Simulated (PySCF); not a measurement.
# What the low excited states add to the polarisability

Compound: ScF₃ (singlet state).
Geometry (PBE0-D3(BJ)/def2-SVP, Å), atoms numbered from 1 in this order:
```xyz
4
ScF3 angstrom
Sc    -0.0042   -0.0017    0.0016
F      1.8157   -0.0170    0.0091
F     -0.8857    1.5925   -0.0165
F     -0.9257   -1.5738    0.0059
```

Computed with TDDFT CAM-B3LYP/def2-SVPD, vertical, gas phase, core orbitals frozen in the response (PySCF).

Excitation energies and transition dipoles (atomic units, axes of the coordinates) of those of the lowest 15 singlets that add 0.02 au or more to the mean polarisability:

| state | ΔE (hartree) | μx | μy | μz |
| --- | --- | --- | --- | --- |
| S2 | 0.2634 | 0.053 | 0.211 | -0.001 |
| S3 | 0.2635 | 0.214 | -0.054 | 0.002 |
| S4 | 0.2725 | -0.003 | 0.004 | 0.523 |
| S13 | 0.3061 | 0.001 | -0.002 | -0.226 |

Problem. What does each state add to αxx, αyy and αzz, and how do the sums compare with the full static tensor?

Solution. Each state adds 2 μα² / ΔE.

```json
{"state": "S2", "αxx (au)": "0.02", "αyy (au)": "0.34", "αzz (au)": "0.00"}
{"state": "S3", "αxx (au)": "0.35", "αyy (au)": "0.02", "αzz (au)": "0.00"}
{"state": "S4", "αxx (au)": "0.00", "αyy (au)": "0.00", "αzz (au)": "2.01"}
{"state": "S13", "αxx (au)": "0.00", "αyy (au)": "0.00", "αzz (au)": "0.33"}
{"state": "all 15 states", "αxx (au)": "0.4", "αyy (au)": "0.4", "αzz (au)": "2.3"}
{"state": "full response", "αxx (au)": "30.4", "αyy (au)": "30.6", "αzz (au)": "19.7"}
{"state": "share (%)", "αxx (au)": "1", "αyy (au)": "1", "αzz (au)": "12"}
```

The rest comes from the higher roots of the same response equations.

Problem. Give the full tensor and its principal values.

Solution. In au, rows and columns x, y, z:
```
x   30.4  0.0  0.1
y    0.0 30.6 -0.1
z    0.1 -0.1 19.7
```
Principal values 19.6, 30.4 and 30.6 au; mean 26.9 au (3.98 Å³).

Problem. By how much does the contribution of these states grow at 589.3 nm?

Solution. With ω = 0.0773 hartree each state's term in the mean polarisability goes from f / ΔE² to f / (ΔE² − ω²), f = (2/3) ΔE |μ|²; the sum over all 15 states goes from 1.06 to 1.15 au, a rise of 0.09 au.
